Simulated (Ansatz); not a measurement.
## Molecular dynamics of BClFH4N

Input file:

```yaml
crystal:
  periodic: [false, false, false]
  atoms:
    - { symbol: B, position_ang: [0.052229, -0.451842, -0.17333] }
    - { symbol: Cl, position_ang: [-0.279411, 0.315784, 2.513896] }
    - { symbol: H, position_ang: [1.03188, 0.15716, -0.439767] }
    - { symbol: F, position_ang: [-1.103033, -0.221462, -0.724692] }
    - { symbol: "N", position_ang: [0.134198, -1.699468, 0.660983] }
    - { symbol: H, position_ang: [-0.616219, -2.357482, 0.519201] }
    - { symbol: H, position_ang: [1.02882, -2.160618, 0.676632] }
    - { symbol: H, position_ang: [-0.029166, -1.110874, 1.656576] }
basis:
  gaussian: { orbitals: def2-SVP }
hamiltonian:
  xc: hf
md:
  timestep: 0.5
  n_steps: 200
  ensemble: nve
  temperature: 300.0
  initial_velocities: maxwell_boltzmann
  seed: 11697
```

Launched with:

```bash
$ ansatz run input.yaml --threads 1 --pin off --max-ram 2048MiB --backend cpu --events-out ev --progress --plain --runs-dir out
```

It starts at the highest image of a converged band, a first-order saddle point between two minima.

Output, in part (one step line in 7, the closing report, with atoms numbered from 0):

```
md step     0: t =     0.00 fs  T =   300.0 K  F+E_penalty+E_count = -17420.45717581 eV  E_kin = 0.232668 eV  conserved = -17420.22450781 eV  (34 SCF iters)
md step     7: t =     3.50 fs  T =   141.1 K  F+E_penalty+E_count = -17420.33313911 eV  E_kin = 0.109462 eV  conserved = -17420.22367704 eV  (38 SCF iters)
md step    14: t =     7.00 fs  T =   218.4 K  F+E_penalty+E_count = -17420.39367534 eV  E_kin = 0.169355 eV  conserved = -17420.22431986 eV  (36 SCF iters)
md step    21: t =    10.50 fs  T =   264.0 K  F+E_penalty+E_count = -17420.42882075 eV  E_kin = 0.204729 eV  conserved = -17420.22409159 eV  (37 SCF iters)
md step    28: t =    14.00 fs  T =   305.4 K  F+E_penalty+E_count = -17420.46132653 eV  E_kin = 0.236850 eV  conserved = -17420.22447647 eV  (38 SCF iters)
md step    35: t =    17.50 fs  T =   258.0 K  F+E_penalty+E_count = -17420.42345675 eV  E_kin = 0.200084 eV  conserved = -17420.22337237 eV  (38 SCF iters)
md step    42: t =    21.00 fs  T =   395.0 K  F+E_penalty+E_count = -17420.53023928 eV  E_kin = 0.306319 eV  conserved = -17420.22392054 eV  (36 SCF iters)
md step    49: t =    24.50 fs  T =   547.0 K  F+E_penalty+E_count = -17420.64934941 eV  E_kin = 0.424212 eV  conserved = -17420.22513789 eV  (38 SCF iters)
md step    56: t =    28.00 fs  T =   595.7 K  F+E_penalty+E_count = -17420.68616500 eV  E_kin = 0.461965 eV  conserved = -17420.22420046 eV  (37 SCF iters)
md step    63: t =    31.50 fs  T =   766.9 K  F+E_penalty+E_count = -17420.81814104 eV  E_kin = 0.594740 eV  conserved = -17420.22340137 eV  (37 SCF iters)
md step    70: t =    35.00 fs  T =  1112.6 K  F+E_penalty+E_count = -17421.08847644 eV  E_kin = 0.862860 eV  conserved = -17420.22561599 eV  (37 SCF iters)
md step    77: t =    38.50 fs  T =  1284.1 K  F+E_penalty+E_count = -17421.22116659 eV  E_kin = 0.995858 eV  conserved = -17420.22530874 eV  (37 SCF iters)
md step    84: t =    42.00 fs  T =  1458.4 K  F+E_penalty+E_count = -17421.35537757 eV  E_kin = 1.131069 eV  conserved = -17420.22430884 eV  (37 SCF iters)
md step    91: t =    45.50 fs  T =  1509.6 K  F+E_penalty+E_count = -17421.39457151 eV  E_kin = 1.170786 eV  conserved = -17420.22378557 eV  (36 SCF iters)
md step    98: t =    49.00 fs  T =  1242.7 K  F+E_penalty+E_count = -17421.18788924 eV  E_kin = 0.963792 eV  conserved = -17420.22409727 eV  (36 SCF iters)
md step   105: t =    52.50 fs  T =  1089.1 K  F+E_penalty+E_count = -17421.06999915 eV  E_kin = 0.844664 eV  conserved = -17420.22533549 eV  (36 SCF iters)
md step   112: t =    56.00 fs  T =  1125.8 K  F+E_penalty+E_count = -17421.09821821 eV  E_kin = 0.873129 eV  conserved = -17420.22508906 eV  (35 SCF iters)
md step   119: t =    59.50 fs  T =  1230.3 K  F+E_penalty+E_count = -17421.17846557 eV  E_kin = 0.954159 eV  conserved = -17420.22430628 eV  (35 SCF iters)
md step   126: t =    63.00 fs  T =  1325.6 K  F+E_penalty+E_count = -17421.25226911 eV  E_kin = 1.028061 eV  conserved = -17420.22420775 eV  (36 SCF iters)
md step   133: t =    66.50 fs  T =  1202.3 K  F+E_penalty+E_count = -17421.15751371 eV  E_kin = 0.932426 eV  conserved = -17420.22508761 eV  (36 SCF iters)
md step   140: t =    70.00 fs  T =   879.8 K  F+E_penalty+E_count = -17420.90731822 eV  E_kin = 0.682325 eV  conserved = -17420.22499319 eV  (36 SCF iters)
md step   147: t =    73.50 fs  T =   633.7 K  F+E_penalty+E_count = -17420.71612367 eV  E_kin = 0.491463 eV  conserved = -17420.22466019 eV  (36 SCF iters)
md step   154: t =    77.00 fs  T =   467.1 K  F+E_penalty+E_count = -17420.58642733 eV  E_kin = 0.362286 eV  conserved = -17420.22414096 eV  (36 SCF iters)
md step   161: t =    80.50 fs  T =   584.2 K  F+E_penalty+E_count = -17420.67785296 eV  E_kin = 0.453064 eV  conserved = -17420.22478885 eV  (36 SCF iters)
md step   168: t =    84.00 fs  T =   699.0 K  F+E_penalty+E_count = -17420.76675651 eV  E_kin = 0.542145 eV  conserved = -17420.22461107 eV  (36 SCF iters)
md step   175: t =    87.50 fs  T =  1057.5 K  F+E_penalty+E_count = -17421.04425948 eV  E_kin = 0.820131 eV  conserved = -17420.22412845 eV  (35 SCF iters)
md step   182: t =    91.00 fs  T =  1711.4 K  F+E_penalty+E_count = -17421.55287741 eV  E_kin = 1.327264 eV  conserved = -17420.22561321 eV  (36 SCF iters)
md step   189: t =    94.50 fs  T =  1636.4 K  F+E_penalty+E_count = -17421.49427305 eV  E_kin = 1.269125 eV  conserved = -17420.22514835 eV  (36 SCF iters)
md step   196: t =    98.00 fs  T =  1238.0 K  F+E_penalty+E_count = -17421.18485769 eV  E_kin = 0.960175 eV  conserved = -17420.22468275 eV  (36 SCF iters)
md step   200: t =   100.00 fs  T =  1032.3 K  F+E_penalty+E_count = -17421.02531878 eV  E_kin = 0.800625 eV  conserved = -17420.22469354 eV  (59 SCF iters)
Total energy: -17421.02531878 eV, -640.2108720700 hartree
Atom 0 at     0.005614    -0.208163     0.571953 Å, force    -0.912999    -0.704535    -3.577018 eV/Å
Atom 1 at    -0.332646     0.343707     2.200744 Å, force    -0.537719     0.514669     0.964203 eV/Å
Atom 2 at     1.088145     0.096717     0.066108 Å, force    -0.579528     0.015757     0.563850 eV/Å
Atom 3 at    -1.054803    -0.115485    -0.486516 Å, force     2.154355    -0.409962     2.869833 eV/Å
Atom 4 at     0.203643    -2.009953     0.615281 Å, force    -0.048537     2.419003    -0.287951 eV/Å
Atom 5 at    -0.638412    -2.468207     0.409300 Å, force    -1.194692    -0.708798    -0.191155 eV/Å
Atom 6 at     0.734589    -1.899601    -0.205503 Å, force     0.726576    -0.928713    -1.097919 eV/Å
Atom 7 at     0.729064    -2.478978     1.309316 Å, force     0.392543    -0.197421     0.756155 eV/Å
Dipole moment:     0.430907    -1.120075     0.026262 e Å
```

All steps were run. The conserved energy stayed within 0.21 meV per atom of its start (net change -0.023 meV per atom), so the integration is sound. The kinetic energy rose, since the run started high on the potential surface and went downhill. A run of 0.1 ps of so small a system gives no equilibrium averages. The orbitals stay closed-shell, which can raise the energy where a bond breaks towards radicals; this wasn't checked here.

Between its relaxed ends the band would form Cl2–H8 and break B1–Cl2, N5–H8. These pairs go: Cl2–H8 1.68 → 3.14 Å, B1–Cl2 2.81 → 1.75 Å, N5–H8 1.17 → 0.99 Å. In the last frame they stand as before the step (other bonds may differ from the relaxed reactants and products). It ends as one piece, BClFH4N. Pairs count as bonded within 1.25 times the sum of covalent radii (0.12 Å more for H–H).

Last frame:

```xyz
8
Properties=species:S:1:pos:R:3
B 0.006 -0.208 0.572
Cl -0.333 0.344 2.201
H 1.088 0.097 0.066
F -1.055 -0.116 -0.486
N 0.204 -2.010 0.615
H -0.638 -2.468 0.409
H 0.735 -1.900 -0.205
H 0.729 -2.479 1.309
```

Time of the run: 4 min on 1 thread of Arm Neoverse V1 (shared host), peak memory 0.13 GiB.
